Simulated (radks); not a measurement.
Problem. Sm40+, configuration [Ar] 3d4. All-electron calculation, Dirac Kohn-Sham, PBE, spin-unpolarised, spherical densities, finite nucleus; open shells fill j = l - 1/2 first; Fermi nuclear charge, rms radius 5.0819 fm. Program: a radial shooting solver on a logarithmic mesh with Libxc functionals. Some entries of the table are withheld. Estimate them.

orbital,occ.,eigenvalue (eV),r(max) (bohr)
1s1/2,2,-48773.59,0.01449
2s1/2,2,-9710.824,0.08209
2p1/2,2,(1),(2)
2p3/2,4,(3),(4)
3s1/2,2,(5),(6)
3p1/2,2,-3355.296,0.2125
3p3/2,4,-3213.323,0.2231
3d3/2,4,-2974.213,0.1748
3d5/2,0,-2941.481,0.1777

Solution. 
(1) 2p1/2 eigenvalue (eV): -9331.020
(2) 2p1/2 r(max) (bohr): 0.06220
(3) 2p3/2 eigenvalue (eV): -8721.367
(4) 2p3/2 r(max) (bohr): 0.06778
(5) 3s1/2 eigenvalue (eV): -3506.928
(6) 3s1/2 r(max) (bohr): 0.2262
